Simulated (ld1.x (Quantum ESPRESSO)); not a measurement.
# Ge: excitation energies, all-electron against TM

Ge (Z = 32), norm-conserving Troullier–Martins (Kleinman–Bylander form), made with ld1.x (Quantum ESPRESSO) 7.5 (PBE, scalar-relativistic). Core [Ar] 3d10, reference 4s2 4p2. Waves: 4s (bound): rc 1.45 bohr; 4d channel at -0.2 Ry: rc 1.65 bohr; 4p (bound): rc 1.46 bohr. Local part: the p channel. Core correction: none.

Energies are relative to the spin-unpolarised reference configuration 4s2 4p2; without spin polarisation the order of configurations can differ from experiment.

```json
{"valence configuration": "4s2 4p1", "charge": "+1", "ΔE all-electron (eV)": "7.444", "error AE − PS (meV)": "-2.2"}
{"valence configuration": "4s1 4p0", "charge": "+3", "ΔE all-electron (eV)": "57.674", "error AE − PS (meV)": "+66"}
{"valence configuration": "4s1 4p2", "charge": "+1", "ΔE all-electron (eV)": "16.160", "error AE − PS (meV)": "+10"}
{"valence configuration": "4s1 4p3", "charge": "0", "ΔE all-electron (eV)": "7.972", "error AE − PS (meV)": "+15"}
{"valence configuration": "4s2 4p2.3", "charge": "-0.3", "ΔE all-electron (eV)": "-0.884", "error AE − PS (meV)": "+0.1"}
```

Problem. What are ΔE and the potential's error for 4s2 4p1.5?

Solution. ΔE = 2.802 eV all-electron; the error (AE − PS) is -0.5 meV.

Problem. What are ΔE and the potential's error for 4s2 4p0?

Solution. ΔE = 22.883 eV all-electron; the error (AE − PS) is -6.5 meV.

Note: ghost states, extra bound levels that the all-electron valence spectrum of the same l lacks: s at -10872.3 eV, d at -31.2 eV. A true bound ghost makes a file unfit for plane-wave use.
